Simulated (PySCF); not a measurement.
Problem. Give a PBE0-D3(BJ)/def2-SVP geometry of `C[C@@H]1C[C@H]1[C@@H]1CCC[CH2][GeH2]1`.

Solution. 
```
atom  x, y, z in Å
C1     3.282   -0.754    1.460
C2     2.463   -1.105    0.248
C3     2.436   -0.198   -0.951
C4     1.213   -0.347   -0.085
C5    -0.013   -1.063   -0.605
C6    -0.885   -0.178   -1.508
C7    -1.584    0.993   -0.814
C8    -2.655    0.600    0.205
C9    -2.117   -0.127    1.440
Ge10  -1.110   -1.721    0.897
H11    2.884   -1.238    2.366
H12    4.332   -1.067    1.343
H13    3.278    0.334    1.637
H14    2.423   -2.177    0.022
H15    3.002    0.736   -0.899
H16    2.411   -0.654   -1.946
H17    1.007    0.505    0.574
H18    0.323   -1.936   -1.191
H19   -0.253    0.219   -2.323
H20   -1.653   -0.804   -1.998
H21   -2.051    1.623   -1.588
H22   -0.832    1.637   -0.323
H23   -3.198    1.508    0.519
H24   -3.406   -0.036   -0.298
H25   -1.436    0.532    2.006
H26   -2.933   -0.401    2.127
H27   -0.242   -2.291    2.038
H28   -2.090   -2.814    0.409
```

Orientation and origin are arbitrary. Atoms count from 1 in this order. The 6-membered ring C5–C6–C7–C8–C9–Ge10 has internal angles of 103.0° to 115.7°; it is puckered, 0.24 Å rms from its mean plane, widest ring torsion 66°. The 3-membered ring C2–C3–C4 has internal angles of 59.8° to 60.2°. The 9 C–C bonds span 1.499 Å (C2–C4, drawn single) to 1.536 Å (C5–C6, drawn single), a spread of 0.037 Å. Ge10 (germanium bonded to 2 C and 2 H) is distorted tetrahedral (angles from 103.0° to 112.6°).

Bonds between heavy atoms (Å): C1–C2 1.504, C2–C3 1.504, C3–C4 1.506, C4–C5 1.511, C5–C6 1.536, C6–C7 1.530, C7–C8 1.530, C8–C9 1.530, C9–Ge10 1.962, C2–C4 1.499, C5–Ge10 1.973.

Method used: PBE0-D3(BJ)/def2-SVP geometry optimisation, gas phase (PySCF 2.14.0).

Point group: C1 (no symmetry element, even within 0.4 Å). PBE0-D3(BJ)/def2-SVP frequencies: not computed here. One conformer, not necessarily the lowest (C3–C4–C5–C6 -80°, C1–C2–C3–C4 -110°, C2–C3–C4–C5 -110°, C4–C5–C6–C7 -68°, C5–C6–C7–C8 -66°).

Time: 10 min; peak memory 1.1 GiB. Hardware: AMD EPYC, one thread, no GPU, shared host with 64 logical CPUs at a one-minute load of 55. This is the geometry optimisation.
